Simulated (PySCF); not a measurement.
Excitations are Tamm–Dancoff values on a coarser integration grid. The basis has no diffuse functions, so Rydberg states are missing or too high.

Cartesian coordinates (Å):
```xyz
10

C      1.2689     0.1943     0.4856
C      0.0058     0.2707     0.0884
C     -0.8484    -0.8832    -0.3036
O     -0.6857     1.4398    -0.0136
H      1.7671    -0.7600     0.5477
H      1.8353     1.0760     0.7574
H     -0.3005    -1.8183    -0.2232
H     -1.1961    -0.7593    -1.3302
H     -1.7309    -0.9294     0.3361
H     -0.1185     2.1746     0.2430
```
Charge 0, spin multiplicity 1.

**Question.** What is the computed LUMO, dipole moment and S1–T1 gap (TDA) (TPSSh-D3(BJ)/def2-TZVP // CAM-B3LYP-D3(BJ)/def2-TZVP (PySCF))?

**Answer.** 
* **LUMO**: 0.51 eV
* **dipole moment**: 0.53 D
* **S1–T1 gap (TDA)**: 1.67 eV
